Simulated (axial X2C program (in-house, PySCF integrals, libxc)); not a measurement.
## What spin–orbit coupling does to NaAu⁺

Computed with an axial X2C code built on PySCF integrals. Spin-free means the one-electron spin-free X2C Hamiltonian; two-component (2c) means X2C with spin–orbit coupling and atomic mean-field two-electron Coulomb and Gaunt terms, so the difference of the two also holds small scalar two-electron terms. Basis: Au dyall-cv3z [13s14p9d6f4g], Na dyall-cv3z [9s8p5d2f] (cores contracted in-house); Gaussian nuclei, density fitting, unrestricted open shells. Masses: Au 196.967 u, Na 22.990 u.

Spin-free state: M_S = 1/2, Λ = 0 (beyond evenly filled blocks: σα); fragments Au + Na+.

```json
{"level": "PBE0", "Re (Å)": "2.971", "ωe (cm⁻¹)": "123.8", "De (eV)": "0.430", "μ (D)": "9.92"}
{"level": "HF", "Re (Å)": "3.121", "ωe (cm⁻¹)": "108.4", "De (eV)": "0.416", "μ (D)": "10.09"}
{"level": "MP2", "Re (Å)": "3.027", "ωe (cm⁻¹)": "112.8", "De (eV)": "0.279", "μ (D)": "n/a"}
{"level": "CCSD", "Re (Å)": "3.052", "ωe (cm⁻¹)": "112.4", "De (eV)": "0.335", "μ (D)": "n/a"}
{"level": "CCSD(T)", "Re (Å)": "3.049", "ωe (cm⁻¹)": "113.0", "De (eV)": "0.338", "μ (D)": "n/a"}
{"level": "B97-3", "Re (Å)": "3.019", "ωe (cm⁻¹)": "116.3", "De (eV)": "0.365", "μ (D)": "10.24"}
```

Correlated methods: 11 electrons correlated (number of frozen shells: Au 5 s, 4 p, 2 d, 1 f; Na 2 s, 1 p), 311 virtual spin orbitals or spinors in MP2, 90 natural virtuals in coupled cluster.

Dipoles are positive if Na is the positive end and refer to the centre of mass.

Two-component determinant lowest at the distance of the search:

Ω = 1/2 (⟨Sz⟩ = 0.50, ⟨Lz⟩ = 0.00 at HF); fragments Au + Na+.

```tsv
level	Re (Å)	ωe (cm⁻¹)	De (eV)	μ (D)
PBE0	2.968	125.2	0.437	9.89
HF	3.116	109.2	0.419	10.07
MP2	3.025	113.6	0.282	n/a
CCSD	3.049	113.4	0.346	n/a
CCSD(T)	3.046	114.0	0.339	n/a
B97-3	3.015	117.5	0.372	10.21
```

(1) From the two tables, how do the constants change at the CCSD(T) level (2c against spin-free)?

One determinant describes the state; a PBE0 search over occupations chose it and may have missed a lower one. Dissociation energies refer to the lowest single-determinant-based atoms at the same level and basis. Density functionals use the spin component along the axis (collinear). CCSD and (T) use frozen natural virtuals with an MP2 correction for the truncation; (T) itself is uncorrected, so its De runs slightly low. With the outer-core shells frozen, correlated bond lengths of heavy atoms tend to come out a few hundredths of an ångström too long.

## Answers

(1) At the CCSD(T) level Re decreases by 0.003 Å and ωe increases by 1.0 cm⁻¹; De changes by 0.001 eV.
